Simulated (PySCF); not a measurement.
**How methods differ on the excitation energy of V²⁺**

V²⁺ [Ar] 3d3 (4F) → V²⁺ [Ar] 3d2 4p1 (high-spin determinant), as a difference of total energies. All numbers are calculated (PySCF 2.14, no relativity, point nucleus, in def2-TZVPPD (6s6p4d2f1g, 67 functions)). Correlated levels: valence: [Ar] frozen; valence and next inner shell: [Ne] frozen. The calculations carry no spin-orbit coupling.

```csv
method,excitation energy (cm⁻¹)
UHF,83656
LDA,88105
PBE,86601
PBE0,87343
r2SCAN,88894
r2SCAN0,89001
r2SCANh,88941
HSE06,87020
TPSS,86094
MP2 (valence),85544
SCS-MP2 (valence),84285
MP2 (valence and next inner shell),87771
SCS-MP2 (valence and next inner shell),86505
```

A first-order spin-orbit estimate (lowest level to lowest level, LS coupling) adds -0.030 eV.

The determinant of the upper state mixes LS terms, which raises its energy above the lowest term, most at the Hartree-Fock and MP2 levels.
